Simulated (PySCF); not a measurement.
C2H8FNSi. Atoms are numbered in the order given.

```xyz
13

C      1.4982     1.2304     0.8203
C      0.8890     0.0316     0.0844
N      0.8091    -1.1216     0.9908
Si    -0.8794     0.4116    -0.4553
F     -1.5256    -0.9869    -1.0149
H      0.9150     1.4716     1.7232
H      2.5297     1.0038     1.1418
H      1.5439     2.1233     0.1759
H      1.4999    -0.1549    -0.8288
H      0.4429    -1.9364     0.4938
H      1.7439    -1.3812     1.3180
H     -1.7059     0.8735     0.6867
H     -0.9149     1.4000    -1.5660
```

Geometry: TPSSh-D3(BJ)/def2-SVP. The structure was generated by enumeration; whether it is a known compound was not checked. The values are those of a single conformer.

All values below come from M06-2X/def2-TZVP run with PySCF.

The molecule is in vacuum.

Computed frontier levels, gap, dipole moment and polarisability:
| Property | Result |
|---|---|
| highest occupied level | -8.50 eV |
| lowest empty level | 0.99 eV |
| orbital gap | 9.50 eV |
| dipole moment | 2.14 D |
| quadrupole, principal values (traceless, Buckingham form, about the centre of nuclear charge) | -4.54, -2.19, 6.73 D·Å |
| mean static polarisability | 57.3 bohr³ (8.49 Å³) |
| polarisability, principal values | 51.7, 57.5, 62.8 bohr³ |
